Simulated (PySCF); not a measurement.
## Electron correlation in Se²²⁺ (selenium, charge +22)

[Ne] 3s2, closed-shell 1S. Calculation: PySCF 2.14, in an uncontracted even-tempered set (18 s from 2.5 bohr⁻², ratio 2.5; 11 p from 3.2 bohr⁻², ratio 2.5; 5 d from 12 bohr⁻², ratio 2.7; 4 f from 19 bohr⁻², ratio 2.7); the spin-free X2C one-electron Hamiltonian (Gaussian nucleus). Frozen: 1s2; 10 electrons correlated; the 19 highest virtual orbitals of each spin left out.

```tsv
level	correlation energy (mhartree)
CCSD	-447.44
(T)	-1.70
CCSD(T)	-449.14
```

Diagnostics: T1 = 0.00060, D1 = 0.0019, largest double amplitude 0.080.

Cost of the coupled-cluster step: roughly 7 core-seconds, for 10 correlated electrons.

Iterations:

```
CC2 = 0
CCSD nocc = 5, nmo = 84
frozen orbitals [0, 85, 86, 87, 88, 89, 90, 91, 92, 93, 94, 95, 96, 97, 98, 99, 100, 101, 102, 103]
max_cycle = 100
direct = 0
conv_tol = 1e-08
conv_tol_normt = 1e-06
diis_space = 8
diis_start_cycle = 0
Init t2, MP2 energy = -2130.83890968017  E_corr(MP2) -0.420769362181414
Init E_corr(CCSD) = -0.420769362181412
cycle = 1  E_corr(CCSD) = -0.439032109643316  dE = -0.0182627475  norm(t1,t2) = 0.0272211
cycle = 2  E_corr(CCSD) = -0.444654742106639  dE = -0.00562263246  norm(t1,t2) = 0.00921971
cycle = 3  E_corr(CCSD) = -0.447438876656892  dE = -0.00278413455  norm(t1,t2) = 0.00315549
cycle = 4  E_corr(CCSD) = -0.447437155097519  dE = 1.72155937e-06  norm(t1,t2) = 3.40255e-05
cycle = 5  E_corr(CCSD) = -0.447437911346893  dE = -7.56249374e-07  norm(t1,t2) = 6.26696e-07
cycle = 6  E_corr(CCSD) = -0.447437888708098  dE = 2.26387946e-08  norm(t1,t2) = 4.32419e-08
cycle = 7  E_corr(CCSD) = -0.447437888094109  dE = 6.13989692e-10  norm(t1,t2) = 8.81053e-10
CCSD converged
E(CCSD) = -2130.86557820608  E_corr = -0.4474378880941086
CCSD(T) correction = -0.00169909936761515
```

At this charge the one-electron X2C treatment keeps the bare 1/r₁₂, with no two-electron picture change or Breit term. The effect here is smaller than on the frozen 1s shell; and a scalar Hamiltonian misses the large spin-orbit splitting of the p shells, which matters for ns² → np² pairs.
